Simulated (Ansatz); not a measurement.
Job for Ansatz (a first-principles code): R-PBE0/def2-TZVPP on C6H6 (SMILES C=C1C=CC=C1), 2S+1 = 1, a spin state set in the input, which need not be the lowest, at the other state's geometry.

Ansatz 0.2 input:
```yaml
crystal:
  periodic: [false, false, false]
  atoms:
    - {symbol: C, position_ang: [2.12989988, -0.05283189, 0.37948136]}
    - {symbol: C, position_ang: [0.76324953, -0.01893231, 0.13598713]}
    - {symbol: C, position_ang: [-0.12338091, -1.13007429, 0.00260914]}
    - {symbol: C, position_ang: [-1.47330171, -0.64280659, -0.24775259]}
    - {symbol: C, position_ang: [-1.43556665, 0.71496069, -0.27051652]}
    - {symbol: C, position_ang: [-0.06044015, 1.13463395, -0.03536029]}
    - {symbol: H, position_ang: [2.70466766, 0.85846072, 0.46180029]}
    - {symbol: H, position_ang: [2.65325736, -0.99136336, 0.49281390]}
    - {symbol: H, position_ang: [0.16435135, -2.16876377, 0.07626118]}
    - {symbol: H, position_ang: [-2.34162491, -1.26736816, -0.38843862]}
    - {symbol: H, position_ang: [-2.26800176, 1.38170936, -0.43285228]}
    - {symbol: H, position_ang: [0.28459040, 2.15762783, 0.00372616]}
basis:
  gaussian:
    orbitals: def2-TZVPP
hamiltonian:
  xc: {name: PBE0}
```

The head of its log:

```
WARN ansatz: RAYON_NUM_THREADS=4 ignored (pool sized by the plan → 4); use --threads N
Functional definition: PBE0
integrals: 0.19 GiB planned
1434 factors; their error is unknown
mean field: 1.88 GiB planned
mean field evaluation 1: about -6302.3422 eV, gradient 6.1e1 eV
mean field evaluation 2: about -6292.4635 eV, gradient 8.6e1 eV
```

**Question.** Predict the final total energy.

**Answer.** -231.9609 hartree.
